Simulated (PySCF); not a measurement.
Atoms are numbered as in `[F:1][SiH2:2][Se:3][SiH3:4]`. Hydrogens are named by the atom that carries them.

PySCF calculation with PBE0/pcSseg-1 with gauge-including orbitals and structure optimised with PBE0-D3(BJ)/def2-SVP; isolated molecule, averaged over atoms made equivalent by symmetry, fast rotation or ring inversion, non-relativistic, one conformer.

Referencing at the same level of theory: 1H (σref 31.27) and 29Si (σref 351.99) vs TMS; 19F (σref 177.25) against CFCl3; 77Se (σref 1769.71) vs Me2Se.

```csv
atoms,nucleus,count,δ (ppm)
H(Si4),1H,3,4.76
F1,19F,1,?
Se3,77Se,1,-494
Si4,29Si,1,?
Si2,29Si,1,17.2
H(Si2),1H,2,5.75
```

Estimate the values marked ?.

## Answers


- F1: -184.2 ppm, fluorine bonded to Si
- Si4: -49.7 ppm, silicon bonded to Se, 3 H

Relativistic effects, spin–orbit coupling among them, are left out; they matter for Se and for the light atoms bonded to it. Unscaled 19F shifts against computed CFCl3 carry errors that often reach 10 to 50 ppm.
